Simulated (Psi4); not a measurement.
boron oxyfluoride (BFO), singlet, at a GFN2-xTB geometry; BHHLYP/cc-pVDZ, TDA run with Psi4 1.11.

Psi4 was given this input:
```
memory 2 GB

molecule mol {
0 1
F    -0.000000   -0.000000   -1.189256
B     0.000000    0.000000    0.092503
O     0.000000    0.000000    1.280098
symmetry c1
}

set {
  basis cc-pvdz
  reference rks
  puream true
  save_jk true
  tdscf_states [5]
  tdscf_tda true
  d_convergence 1e-8
}

energy('td-bhhlyp')
print_variables()
```

What the program printed (banner, timings and long lists left out):

```
   => Loading Basis Set <=

    Name: CC-PVDZ
    Role: ORBITAL
    Keyword: BASIS

         ---------------------------------------------------------
                                   SCF
               by Justin Turney, Rob Parrish, Andy Simmonett
                          and Daniel G. A. Smith
                              RKS Reference
         ---------------------------------------------------------

  ==> Geometry <==

    Molecular point group: c1
    Full point group: C_inf_v

    Geometry (in Angstrom), charge = 0, multiplicity = 1:

       Center              X                  Y                   Z               Mass
    ------------   -----------------  -----------------  -----------------  -----------------
         F            0.000000000000     0.000000000000    -1.165333169341    18.998403162730
         B            0.000000000000     0.000000000000     0.116425830659    11.009305360000
         O            0.000000000000     0.000000000000     1.304020830659    15.994914619570

  Running in c1 symmetry.

  Rotational constants: A = ************  B =      0.31718  C =      0.31718 [cm^-1]
  Rotational constants: A = ************  B =   9508.90583  C =   9508.90583 [MHz]
  Nuclear repulsion =   51.831290241879714

  Charge       = 0
  Multiplicity = 1
  Electrons    = 22
  Nalpha       = 11
  Nbeta        = 11

  ==> Algorithm <==

  SCF Algorithm Type is DF.
  DIIS enabled.
  MOM disabled.
  Fractional occupation disabled.
  Guess Type is SAD.
  Energy threshold   = 1.00e-06
  Density threshold  = 1.00e-08
  Integral threshold = 1.00e-12

  ==> Primary Basis <==

  Basis Set: CC-PVDZ
    Blend: CC-PVDZ
    Number of shells: 18
    Number of basis functions: 42
    Number of Cartesian functions: 45
    Spherical Harmonics?: true
    Max angular momentum: 2

  ==> DFT Potential <==

   => LibXC <=

    Version 7.1.2
    S. Lehtola, C. Steigemann, M. J. T. Oliveira, and M. A. L. Marques,  SoftwareX 7, 1–5 (2018) (10.1016/j.softx.2017.11.002)

   => Composite Functional: BHANDHLYP <=

    BHandHLYP Hyb-GGA Exchange-Correlation Functional

    A. D. Becke,  J. Chem. Phys. 98, 1372 (1993) (10.1063/1.464304)
    Defined through Gaussian implementation.

    Deriv               =              1
    GGA                 =           TRUE
    Meta                =          FALSE

    Exchange Hybrid     =           TRUE
    MP2 Hybrid          =          FALSE

   => Exchange Functionals <=

    0.5000         Becke 88

   => Exact (HF) Exchange <=

    0.5000               HF

   => Correlation Functionals <=

    1.0000   Lee, Yang & Parr

   => LibXC Density Thresholds  <==

    XC_HYB_GGA_XC_BHANDHLYP:  1.00E-15

   => Molecular Quadrature <=

    Radial Scheme          =       TREUTLER
    Pruning Scheme         =           NONE
    Nuclear Scheme         =       TREUTLER

    Blocking Scheme        =         OCTREE
    BS radius alpha        =              1
    Pruning alpha          =              1
    Radial Points          =             75
    Spherical Points       =            302
    Total Points           =          65372
    Total Blocks           =            556
    Max Points             =            256
    Max Functions          =             42
    Weights Tolerance      =       1.00E-15

   => Loading Basis Set <=

    Name: (CC-PVDZ AUX)
    Role: JKFIT
    Keyword: DF_BASIS_SCF

  ==> Integral Setup <==

  SCF_SUBTYPE=INCORE selected. In-core MEM_DF algorithm will be used.
  Using in-core AOs.

  ==> MemDFJK: Density-Fitted J/K Matrices <==

    J tasked:                   Yes
    K tasked:                   Yes
    wK tasked:                   No
    Algorithm:                 Core
    Schwarz Cutoff:           1E-12
    Mask sparsity (%):       0.0000
    Fitting Condition:        1E-10

   => Auxiliary Basis Set <=

  Basis Set: (CC-PVDZ AUX)
    Blend: CC-PVDZ-JKFIT
    Number of shells: 72
    Number of basis functions: 210
    Number of Cartesian functions: 243
[...]
  @DF-RKS Final Energy:  -199.92492219368341
    Total Energy =                       -199.9249221936834147
[...]
  DavidsonSolver iter   1:   3.63706e-01  5.83788e-02     20
  DavidsonSolver iter   2:   5.43926e-03  1.24250e-02     25
  DavidsonSolver iter   3:   1.09915e-04  2.31989e-03     30
  DavidsonSolver iter   4:   4.20887e-06  2.73726e-04     35
  DavidsonSolver iter   5:   4.53313e-08  3.56974e-05     40
  DavidsonSolver iter   6:   1.23780e-09  8.30143e-06     45
  DavidsonSolver iter   7:   4.76361e-11  1.87845e-06     48
  DavidsonSolver iter   8:   2.60464e-12  4.94535e-07     49      Converged

******************************************************************************************
**********                               WARNING                                **********
**********  Length-gauge rotatory strengths are **NOT** gauge-origin invariant  **********
******************************************************************************************

                                    Excitation Energy         Total Energy        Oscillator Strength             Rotatory Strength
     #   Sym: GS->ES (Trans)        au              eV              au          au (length)    au (velocity)    au (length)    au (velocity)
    ---- -------------------- --------------- --------------- --------------- --------------- --------------- --------------- ---------------
     1        A->A (1 A)       0.33743         9.18190        -199.58749       0.0663          0.0305          0.0000         -0.0000
     2        A->A (1 A)       0.33743         9.18190        -199.58749       0.0663          0.0305         -0.0000          0.0000
     3        A->A (1 A)       0.34881         9.49169        -199.57611       0.0000          0.0000          0.0000          0.0000
     4        A->A (1 A)       0.35815         9.74584        -199.56677       0.0000          0.0000          0.0000          0.0000
     5        A->A (1 A)       0.35815         9.74584        -199.56677       0.0000          0.0000         -0.0000         -0.0000

Contributing excitations
Only contributions with abs(coeff) > 1.00e-01 will be printed:

Excited State    1 (1 A):   0.33743 au   135.03 nm f = 0.0663
  Sums of squares: Xssq =  1.000000e+00
     11a  ->  12a     0.991956 (98.398%)

Excited State    2 (1 A):   0.33743 au   135.03 nm f = 0.0663
  Sums of squares: Xssq =  1.000000e+00
     10a  ->  12a    -0.991956 (98.398%)

Excited State    3 (1 A):   0.34881 au   130.62 nm f = 0.0000
  Sums of squares: Xssq =  1.000000e+00
     10a  ->  14a     0.695958 (48.436%)
     10a  ->  16a     0.116362 ( 1.354%)
     11a  ->  13a    -0.695958 (48.436%)
     11a  ->  17a    -0.116362 ( 1.354%)

Excited State    4 (1 A):   0.35815 au   127.22 nm f = 0.0000
  Sums of squares: Xssq =  1.000000e+00
     10a  ->  14a    -0.697445 (48.643%)
     10a  ->  16a    -0.110038 ( 1.211%)
     11a  ->  13a    -0.697445 (48.643%)
     11a  ->  17a    -0.110038 ( 1.211%)

Excited State    5 (1 A):   0.35815 au   127.22 nm f = 0.0000
  Sums of squares: Xssq =  1.000000e+00
     10a  ->  13a     0.697445 (48.643%)
     10a  ->  17a     0.110038 ( 1.211%)
     11a  ->  14a    -0.697445 (48.643%)
     11a  ->  16a    -0.110038 ( 1.211%)

******************************************************************************************
**********                               WARNING                                **********
**********       The names of excited state variables changed between 1.5       **********
**********     and 1.6. For a quick solution, remove the symmetry specifier     **********
**********   from the variable name. For full details, see 'Notes on Psivars'   **********
**********                        in the documentation.                         **********
******************************************************************************************

  Variable Map:
  ----------------------------------------------------------------------------
[...]
  Array Variable Map:
  ----------------------------------------------------------------------------
[...]
[...]
```
